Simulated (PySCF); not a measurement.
PySCF input for C3H7FSi2, SMILES C[SiH2]C#C[SiH2]F, PBE-D3(BJ)/def2-SVP. Geometry optimised at PBE-D3(BJ)/def2-SVP. The structure was generated by enumeration, and PubChem lists no compound with its InChIKey, so it may never have been made.

```python
import numpy as np
from pyscf import gto, scf, dft, df
from pyscf.hessian import thermo

mol = gto.M(
    atom='''
    Si    0.37572964    2.48584974    0.00000000
    F    -1.18697228    2.97918146   -0.00000000
    C     0.43519283    0.65652647    0.00000000
    C     0.49156024   -0.57981934    0.00000000
    Si    0.52842833   -2.42786630    0.00000000
    C    -1.23088621   -3.10398554   -0.00000000
    H     1.03054267    3.01266402    1.23968335
    H     1.03054266    3.01266402   -1.23968336
    H     1.28272803   -2.87622322    1.22148925
    H     1.28272803   -2.87622322   -1.22148926
    H    -1.78087114   -2.76049089    0.89838001
    H    -1.21546128   -4.21263063   -0.00000000
    H    -1.78087115   -2.76049089   -0.89838000
    ''',
    basis='def2-SVP',
    charge=0,
    spin=0,
    max_memory=1600,
    verbose=3,
)
mf = dft.RKS(mol, xc='pbe').density_fit(auxbasis='def2-universal-jkfit')
mf.disp = 'd3bj'
mf.grids.level = 3
mf.conv_tol = 1e-11
mf.max_cycle = 100
mf.kernel()

# analytic Hessian; the response equations are solved on a coarser grid
h, args, fine = mf.Hessian(), (mf.mo_energy, mf.mo_coeff, mf.mo_occ), mf.grids
h.max_memory = max(150, 2.5e-5 * df.make_auxmol(mol, mf.with_df.auxbasis).nao * mol.nelec[0] * (mol.nelec[0] + mol.nao))  # MB; small integral blocks
h1ao = h.make_h1(mf.mo_coeff, mf.mo_occ)
mf.grids = dft.Grids(mol).set(level=1).build(with_non0tab=True)
mo1, mo_e1 = h.solve_mo1(*args, h1ao)
mf.grids = fine
hess = h.hess_elec(*args, mo1, mo_e1, h1ao) + h.hess_nuc()
if mf.do_disp():
    hess += h.get_dispersion()
for i in range(mol.natm):  # the analytic DFT Hessian lacks the response of the grid: restore translational invariance
    hess[i, i] -= hess[i].sum(axis=0)
hess = (hess + hess.transpose(1, 0, 3, 2)) / 2
vib = thermo.harmonic_analysis(mol, hess, imaginary_freq=False)
thermo.dump_normal_mode(mol, vib)
th = thermo.thermo(mf, vib['freq_au'][vib['freq_au'] > 0], 298.15, 101325)
thermo.dump_thermo(mol, th)
g0 = mf.nuc_grad_method().set(verbose=0).kernel()

# dipole derivatives [dipole axis, atom, xyz] from the same response
r, irp = mol.intor('int1e_r'), mol.intor('int1e_irp').reshape(3, 3, mol.nao, mol.nao)
sl, dm0, ok = mol.aoslice_by_atom(), np.array(mf.make_rdm1()), []
dmu = np.einsum('a,xt->xat', mol.atom_charges(), np.eye(3))
for a, (_, _, p0, p1) in enumerate(sl):
    dmu[:, a] += 2 * np.einsum('xtij,ij->xt', irp[:, :, :, p0:p1], dm0.reshape(-1, mol.nao, mol.nao).sum(0)[:, p0:p1])
    for u, c, occ, f in [(mo1, mf.mo_coeff, mf.mo_occ, 4)]:
        dmu[:, a] -= f * np.einsum('tui,xuv,vi->xt', u[a], r, c[:, occ > 0], optimize=True)
L = vib['norm_mode']
ir = 974.8801 * (np.einsum('xat,kat->kx', dmu, L) ** 2).sum(1)       # km/mol
apt = np.einsum('xax->a', dmu) / 3
print('mode   freq/cm-1   IR/(km/mol)')
for k, w in enumerate(vib['freq_wavenumber']):
    print(f'{k + 1:4d} {w:11.2f} {ir[k]:13.3f}')
print('max |gradient| / (hartree/bohr):', abs(g0).max())
print('APT charges:', apt.round(4))
```

Program output:

```
converged SCF energy = -796.470461248975

WARN: DFTD3 does not support analytical Hessian, using finite difference


WARN: Mole.unit (angstrom) is changed to Bohr

Mode                                 0                   1                   2
Irrep
Freq [cm^-1]                       -5.6102             54.7247             95.6072
Reduced mass [au]                   2.9406              5.1199              2.5451
Force const [Dyne/A]               -0.0001              0.0090              0.0137
Char temp [K]                      -8.0718             78.7366            137.5575
Normal mode                   x     y     z       x     y     z       x     y     z
       0  Si                -0.00  0.00 -0.08    0.01  0.00 -0.00    0.00  0.00 -0.05
       1   F                -0.00 -0.00  0.12    0.05  0.12  0.00   -0.00 -0.00 -0.02
       2   C                 0.00  0.00 -0.02   -0.10 -0.00  0.00    0.00  0.00  0.15
       3   C                 0.00  0.00  0.01   -0.10 -0.00  0.00    0.00  0.00  0.15
       4  Si                -0.00  0.00  0.06    0.00 -0.00  0.00   -0.00  0.00 -0.04
       5   C                -0.00  0.00 -0.11    0.06 -0.14 -0.00   -0.00  0.00 -0.02
       6   H                 0.17  0.04 -0.18    0.05 -0.05  0.00    0.08  0.16 -0.16
       7   H                -0.17 -0.04 -0.18    0.05 -0.05 -0.00   -0.08 -0.16 -0.16
       8   H                -0.13  0.03  0.16    0.04  0.05 -0.00    0.07 -0.15 -0.14
       9   H                 0.13 -0.03  0.16    0.04  0.05  0.00   -0.07  0.15 -0.14
      10   H                -0.10  0.02 -0.18    0.03 -0.19  0.00    0.07 -0.17  0.09
      11   H                -0.00  0.00 -0.08    0.15 -0.14 -0.00   -0.00  0.00 -0.23
      12   H                 0.10 -0.02 -0.18    0.03 -0.19 -0.00   -0.07  0.17  0.09
Mode                                 3                   4                   5
Irrep
Freq [cm^-1]                      149.4622            165.9101            268.6832
[...]
       4  Si                 0.00  0.06 -0.00   -0.00  0.00 -0.00   -0.00 -0.00 -0.04
       5   C                -0.02 -0.00  0.00   -0.01  0.01  0.00   -0.00  0.00  0.12
       6   H                 0.03  0.06 -0.00   -0.32  0.31  0.01   -0.00  0.00  0.00
       7   H                 0.03  0.06  0.00   -0.32  0.31 -0.01    0.00 -0.00  0.00
       8   H                 0.06  0.12 -0.01    0.04  0.08  0.00   -0.31 -0.22  0.08
       9   H                 0.06  0.12  0.01    0.04  0.08 -0.00    0.31  0.22  0.08
      10   H                -0.03 -0.01 -0.00   -0.02 -0.03  0.01   -0.44 -0.12 -0.11
      11   H                -0.00 -0.00 -0.00    0.06  0.01 -0.00    0.00  0.00 -0.19
      12   H                -0.03 -0.01  0.00   -0.02 -0.03 -0.01    0.44  0.12 -0.11
Mode                                18                  19                  20
Irrep
Freq [cm^-1]                      863.6907            902.5791            915.1784
Reduced mass [au]                   1.3804              1.1715              1.0756
Force const [Dyne/A]                0.6067              0.5623              0.5308
Char temp [K]                    1242.6587           1298.6104           1316.7380
Normal mode                   x     y     z       x     y     z       x     y     z
       0  Si                 0.03 -0.03  0.00    0.02 -0.05  0.00   -0.00  0.03 -0.00
       1   F                -0.04  0.02 -0.00   -0.03  0.02  0.00    0.01 -0.01 -0.00
       2   C                -0.01  0.02 -0.00   -0.01  0.00 -0.00    0.00 -0.01  0.00
       3   C                 0.01  0.02  0.00   -0.00  0.01 -0.00    0.01 -0.01 -0.00
       4  Si                -0.01 -0.06  0.00    0.02  0.01  0.00    0.03 -0.02  0.00
       5   C                -0.03  0.08 -0.00    0.01 -0.03  0.00   -0.00  0.01 -0.00
       6   H                 0.05  0.17 -0.09    0.10  0.44 -0.24   -0.09 -0.24  0.16
       7   H                 0.05  0.17  0.09    0.10  0.44  0.24   -0.09 -0.24 -0.16
       8   H                 0.23  0.39  0.01   -0.33 -0.02  0.20   -0.37  0.32  0.36
       9   H                 0.23  0.39 -0.01   -0.33 -0.02 -0.20   -0.37  0.32 -0.36
      10   H                -0.10 -0.16  0.04    0.03  0.05 -0.01   -0.01 -0.03  0.01
      11   H                 0.35  0.07  0.00   -0.14 -0.03 -0.00    0.03  0.01  0.00
      12   H                -0.10 -0.16 -0.04    0.03  0.05  0.01   -0.01 -0.03 -0.01
Mode                                21                  22                  23
Irrep
Freq [cm^-1]                      934.3784           1215.6490           1379.8112
Reduced mass [au]                   1.4742              1.2448              1.0475
Force const [Dyne/A]                0.7583              1.0838              1.1750
Char temp [K]                    1344.3624           1749.0483           1985.2411
Normal mode                   x     y     z       x     y     z       x     y     z
       0  Si                 0.08 -0.04 -0.00    0.00 -0.00  0.00    0.00  0.00 -0.00
       1   F                -0.06  0.03  0.00   -0.00  0.00 -0.00    0.00  0.00  0.00
       2   C                -0.02  0.01  0.00   -0.00 -0.00 -0.00    0.00  0.00  0.00
       3   C                -0.00  0.02 -0.00    0.00  0.00 -0.00    0.00  0.00  0.00
       4  Si                 0.00  0.00 -0.00   -0.01 -0.00 -0.00    0.00  0.00 -0.01
       5   C                 0.00 -0.01  0.00    0.12  0.05  0.00   -0.00 -0.00 -0.06
       6   H                -0.50  0.08  0.26   -0.00 -0.00  0.00   -0.00  0.00  0.00
       7   H                -0.50  0.08 -0.26   -0.00 -0.00 -0.00    0.00 -0.00  0.00
       8   H                 0.01 -0.07 -0.03    0.01  0.01 -0.01   -0.01  0.00  0.01
       9   H                 0.01 -0.07  0.03    0.01  0.01  0.01    0.01 -0.00  0.01
      10   H                 0.01  0.01 -0.00   -0.40 -0.27 -0.18   -0.12 -0.45  0.05
      11   H                -0.03 -0.01  0.00   -0.51  0.03  0.00    0.00  0.00  0.71
      12   H                 0.01  0.01  0.00   -0.40 -0.27  0.18    0.12  0.45  0.05
Mode                                24                  25                  26
Irrep
Freq [cm^-1]                     1384.6608           2152.8007           2167.0010
Reduced mass [au]                   1.0483              7.5775              1.0513
Force const [Dyne/A]                1.1841             20.6910              2.9087
Char temp [K]                    1992.2186           3097.4009           3117.8320
Normal mode                   x     y     z       x     y     z       x     y     z
       0  Si                 0.00 -0.00  0.00    0.00  0.01  0.00    0.00  0.00 -0.00
       1   F                -0.00  0.00 -0.00   -0.00  0.00  0.00   -0.00  0.00 -0.00
       2   C                -0.00 -0.00  0.00    0.01 -0.20  0.00    0.00 -0.00  0.00
       3   C                 0.00  0.00  0.00   -0.01  0.20 -0.00   -0.00  0.00  0.00
       4  Si                -0.00  0.01 -0.00    0.01 -0.01 -0.00   -0.00  0.00  0.04
       5   C                -0.02  0.05 -0.00   -0.00 -0.00 -0.00    0.00  0.00  0.00
       6   H                -0.00  0.00 -0.00   -0.01 -0.01 -0.03    0.00  0.00  0.00
       7   H                -0.00  0.00  0.00   -0.01 -0.01  0.03   -0.00 -0.00  0.00
       8   H                -0.00 -0.02 -0.01   -0.08  0.04 -0.13   -0.35  0.21 -0.56
       9   H                -0.00 -0.02  0.01   -0.08  0.04  0.13    0.35 -0.21 -0.56
      10   H                 0.33 -0.40  0.38    0.00  0.00  0.00   -0.01 -0.00  0.00
      11   H                -0.36  0.04  0.00    0.00 -0.00 -0.00   -0.00  0.00  0.00
      12   H                 0.33 -0.40 -0.38    0.00  0.00 -0.00    0.01  0.00  0.00
Mode                                27                  28                  29
Irrep
Freq [cm^-1]                     2167.2944           2197.6980           2201.5641
Reduced mass [au]                   1.0803              1.0321              1.0540
Force const [Dyne/A]                2.9897              2.9369              3.0098
Char temp [K]                    3118.2541           3161.9981           3167.5606
Normal mode                   x     y     z       x     y     z       x     y     z
       0  Si                -0.00 -0.00 -0.00   -0.02 -0.02 -0.00    0.00  0.00 -0.04
       1   F                 0.00 -0.00 -0.00   -0.00 -0.00 -0.00    0.00  0.00 -0.00
       2   C                -0.00  0.05  0.00    0.00 -0.01 -0.00   -0.00  0.00 -0.00
       3   C                 0.00 -0.05  0.00   -0.00  0.01 -0.00    0.00 -0.00 -0.00
       4  Si                 0.02 -0.01  0.00   -0.00  0.00 -0.00    0.00 -0.00 -0.00
       5   C                -0.00 -0.00  0.00    0.00 -0.00  0.00    0.00  0.00  0.00
       6   H                 0.02  0.01  0.04    0.30  0.24  0.58    0.30  0.25  0.57
       7   H                 0.02  0.01 -0.04    0.30  0.24 -0.58   -0.30 -0.25  0.57
       8   H                -0.33  0.20 -0.56    0.02 -0.01  0.03    0.00 -0.00  0.00
       9   H                -0.33  0.20  0.56    0.02 -0.01 -0.03   -0.00  0.00  0.00
      10   H                 0.00  0.00  0.00   -0.00  0.00 -0.00   -0.00 -0.00 -0.00
      11   H                 0.00 -0.00  0.00   -0.00  0.00  0.00    0.00 -0.00  0.00
      12   H                 0.00  0.00 -0.00   -0.00  0.00  0.00    0.00  0.00 -0.00
Mode                                30                  31                  32
Irrep
Freq [cm^-1]                     2982.7535           3085.9118           3091.2598
Reduced mass [au]                   1.0347              1.1027              1.1032
Force const [Dyne/A]                5.4240              6.1870              6.2110
Char temp [K]                    4291.5182           4439.9401           4447.6346
Normal mode                   x     y     z       x     y     z       x     y     z
       0  Si                -0.00  0.00  0.00   -0.00 -0.00 -0.00   -0.00 -0.00 -0.00
       1   F                 0.00 -0.00 -0.00    0.00  0.00  0.00    0.00 -0.00  0.00
       2   C                 0.00 -0.00  0.00    0.00 -0.00 -0.00   -0.00  0.00  0.00
       3   C                -0.00  0.00 -0.00   -0.00 -0.00  0.00    0.00 -0.00  0.00
       4  Si                 0.00  0.00  0.00   -0.00  0.00 -0.00    0.00 -0.00 -0.00
       5   C                -0.04 -0.02  0.00   -0.03  0.08 -0.00    0.00 -0.00 -0.09
       6   H                -0.00 -0.00 -0.00    0.00  0.00  0.00   -0.00  0.00  0.00
       7   H                -0.00 -0.00  0.00    0.00  0.00 -0.00    0.00 -0.00  0.00
       8   H                -0.00 -0.00  0.00    0.00 -0.00  0.00    0.00 -0.00  0.00
       9   H                -0.00 -0.00 -0.00    0.00 -0.00 -0.00   -0.00  0.00  0.00
      10   H                 0.26 -0.18 -0.45    0.20 -0.12 -0.34   -0.34  0.21  0.54
      11   H                -0.02  0.60 -0.00    0.01 -0.75 -0.00   -0.00  0.00 -0.01
      12   H                 0.26 -0.18  0.45    0.20 -0.12  0.34    0.34 -0.21  0.54
temperature 298.1500 [K]
pressure 101325.00 [Pa]
Rotational constants [GHz] 6.12226 0.71402 0.65220
Symmetry number 1
Zero-point energy (ZPE) 0.08178 [Eh]   214724.232 [J/mol]
                           tot       elec      trans        rot        vib
Entropy [J/mol/K]       381.101      0.000    168.271    121.807     91.023
Cv [J/mol/K]            124.687      0.000     12.472     12.472     99.743
Cp [J/mol/K]            133.001      0.000     20.786     12.472     99.743
Internal energy [J/mol]                      3718.434   3718.434 229438.694
Internal energy [Eh]   -796.38024  -796.47046
Enthalpy [J/mol]                             6197.391   3718.434 229438.694
Enthalpy [Eh]          -796.37930
Gibbs free energy [J/mol]                  -43972.756 -32598.237 202300.290
Gibbs free energy [Eh] -796.42257
mode   freq/cm-1   IR/(km/mol)
   1       -5.61         1.759
   2       54.72         1.177
   3       95.61         1.316
   4      149.46         1.527
   5      165.91         0.319
   6      268.68        10.033
   7      298.84         0.039
   8      392.30         4.068
   9      429.48        17.609
  10      475.00        10.980
  11      636.28        80.239
  12      671.10         4.844
  13      681.79        25.965
  14      712.76         3.925
  15      732.11        67.579
  16      795.44       147.608
  17      842.63        25.172
  18      854.74        30.314
  19      863.69       566.612
  20      902.58       173.686
  21      915.18        38.349
  22      934.38       177.656
  23     1215.65        11.928
  24     1379.81         4.887
  25     1384.66         1.936
  26     2152.80        11.537
  27     2167.00        95.492
  28     2167.29        99.991
  29     2197.70        88.597
  30     2201.56       113.977
  31     2982.75         1.907
  32     3085.91         1.419
  33     3091.26         0.799
max |gradient| / (hartree/bohr): 9.922546535795452e-05
APT charges: [ 1.7008 -0.6131 -0.6152 -0.4103  1.3225 -0.3542 -0.2831 -0.2831 -0.274
 -0.274   0.032   0.0197  0.032 ]
```

The run converged.
